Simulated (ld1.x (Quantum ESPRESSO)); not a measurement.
copper (Cu): from the effect back to the setting (TM)

Base potential:

* Element: copper (Cu)
* Generator: ld1.x (Quantum ESPRESSO) 7.5
* Type: norm-conserving Troullier–Martins (Kleinman–Bylander form)
* Functional: PBEsol
* Relativity: scalar-relativistic
* Frozen core: [Ar]
* Valence charge: 11
* Reference configuration: 3d9 4s2 4p0
* Partial waves: 4p (bound, empty): rc 3.45 bohr; 3d (bound): rc 1.45 bohr; 4f channel at 0.05 Ry: rc 3.00 bohr; 4s (bound): rc 2.00 bohr
* Local potential: the s channel
* Core correction: Bessel-smoothed model core inside 0.85 bohr

Cutoffs, loose and tight: the cutoffs (Ry, on a coarse ladder) from which the occupation-weighted sum of valence levels, in a spherical-Bessel basis at the reference potential, stays within 10 and 1 mRy of its value at 400 Ry. They do not see the model core or the augmentation charge, which bear on the density cutoff. Test errors are all-electron minus pseudo excitation energies from the reference, over the configurations 3d10 4s1 4p0; 3d10 4s0 4p0; 3d9 4s0 4p0; 3d10 4s0 4p1; 3d10 4s0.5 4p0; 3d9 4s1 4p1; 3d7 4s0 4p0; variants that change the core or the reference have their own tests.

Only the d radius is moved:

```json
{"d radius (bohr)": "0.98", "cutoff, loose": "230 Ry", "cutoff, tight": "over 300 Ry", "bound ghosts": "none", "largest test error (meV)": "-2342"}
{"d radius (bohr)": "1.22", "cutoff, loose": "160 Ry", "cutoff, tight": "300 Ry", "bound ghosts": "none", "largest test error (meV)": "-2166"}
{"d radius (bohr)": "1.36", "cutoff, loose": "140 Ry", "cutoff, tight": "260 Ry", "bound ghosts": "none", "largest test error (meV)": "-2025"}
{"d radius (bohr)": "1.56", "cutoff, loose": "120 Ry", "cutoff, tight": "200 Ry", "bound ghosts": "none", "largest test error (meV)": "-1758"}
{"d radius (bohr)": "1.7", "cutoff, loose": "100 Ry", "cutoff, tight": "180 Ry", "bound ghosts": "none", "largest test error (meV)": "-1445"}
{"d radius (bohr)": "1.84", "cutoff, loose": "90 Ry", "cutoff, tight": "160 Ry", "bound ghosts": "none", "largest test error (meV)": "-1135"}
{"d radius (bohr)": "2.04", "cutoff, loose": "80 Ry", "cutoff, tight": "140 Ry", "bound ghosts": "none", "largest test error (meV)": "-600"}
{"d radius (bohr)": "2.16", "cutoff, loose": "70 Ry", "cutoff, tight": "120 Ry", "bound ghosts": "none", "largest test error (meV)": "-271"}
```

Task: One more run gave cutoff, loose: 200 Ry; cutoff, tight: over 300 Ry; bound ghosts: none; largest test error (meV): -2264. Which value of the d radius was used?

Result: 1.1 bohr. The loose cutoff moves one way along this sweep, from 230 Ry at 0.98 to 70 Ry at 2.16 bohr, which places the run between 0.98 and 1.22 bohr.
